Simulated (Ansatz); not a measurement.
System: BNH5, charge 0, doublet. BNH5 (SMILES [BH2-][NH3+], doublet).
B3LYP-D3(BJ)/def2-TZVP minimum from Ansatz (a first-principles code):
```xyz
7

B     -0.9601     0.1312    -0.0137
N      0.6350    -0.1348    -0.0398
H     -1.2139     1.2024    -0.4773
H     -1.4396    -0.2957     0.9936
H      0.8305    -1.1085     0.1748
H      1.1723     0.4349     0.6229
H      1.0057     0.0542    -0.9668
```
Charge 0, spin multiplicity 2.

Total energies in cc-pVTZ, 13 correlated electrons, 2 frozen orbitals. Radicals and triplets start from unrestricted determinants; spin-orbit coupling is neglected. Correlated methods leave the cores frozen. No relativity.

```json
[
 {"method": "HF", "program": "Ansatz", "energy (Eh)": "-82.01688", "minus CCSDT(Q) (mEh)": "377.65"},
 {"method": "MP2", "program": "Ansatz", "energy (Eh)": "-82.35389", "minus CCSDT(Q) (mEh)": "40.64"},
 {"method": "CCSD", "program": "Ansatz", "energy (Eh)": "-82.38184", "minus CCSDT(Q) (mEh)": "12.69"},
 {"method": "CCSD(T)", "program": "Ansatz", "energy (Eh)": "-82.39352", "minus CCSDT(Q) (mEh)": "1.01"},
 {"method": "CCSDT(Q)", "program": "Ansatz", "energy (Eh)": "-82.39453", "minus CCSDT(Q) (mEh)": "0.00"}
]
```

Rough core times of Ansatz's runs on a shared machine: CCSD(T) 30 s, CCSDT(Q) 2 h.
